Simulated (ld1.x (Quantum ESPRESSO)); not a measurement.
## Pseudopotential generation for Re: RRKJ, PBE, scalar-relativistic.

Re (Z = 75), norm-conserving RRKJ (Kleinman–Bylander form), made with ld1.x (Quantum ESPRESSO) 7.5 (PBE, scalar-relativistic). Core [Kr] 4d10, reference 4f14 5s2 5p6 5d5 6s1.5 6p0.5. Waves: 5p (bound): rc 1.70 bohr; 5d (bound): rc 1.85 bohr; 4f (bound): rc 1.00 bohr; 5s (bound): rc 1.15 bohr. Local part: the s channel. Core correction: a·sin(br)/r model core, default radius (core density twice the valence density).

Occupied shells without a wave of their own: 6p, 6s. They enter only through the test configuration that unscreens the potential, and ld1.x also counts them in the model core charge.

Problem. Does the generator finish with these settings?

Solution. Yes, a potential is produced.

Problem. Estimate the cutoffs (Ry, on a coarse ladder) from which the occupation-weighted sum of valence levels, in a spherical-Bessel basis at the reference potential, stays within 10 and 1 mRy of its value at 400 Ry.

Solution. over 300 Ry and over 300 Ry.

Problem. Does the potential have ghost states?

Solution. No extra level below or beside the all-electron valence levels (p, d, f, s tested).

Problem. Which valence shell sets the plane-wave cutoff?

Solution. 4f: its level needs 300 Ry to come within 1 mRy, against 180 Ry for 5s.

Problem. Tests: 4f14 5s2 5p6 5d5 6s2 6p0; 4f14 5s2 5p6 5d5 6s1 6p0; 4f14 5s2 5p6 5d5 6s0 6p0; 4f14 5s2 5p6 5d4 6s2 6p1; 4f14 5s2 5p6 5d6 6s1 6p0; 4f14 5s2 5p5 5d5 6s2 6p0; 4f13 5s2 5p6 5d5 6s2 6p0. Which has the largest error in its energy relative to the reference configuration, and how large is it?

Solution. 4f14 5s2 5p6 5d5 6s0 6p0, with -727 meV (all-electron minus pseudo) on +23.22 eV.

ld1.x takes every shell without a wave as core, so the model core holds the 6p, 6s electrons as well and exchange and correlation see them twice. This cancels in the reference configuration, but the file is broken for other ones, and its errors say nothing about a proper core correction.
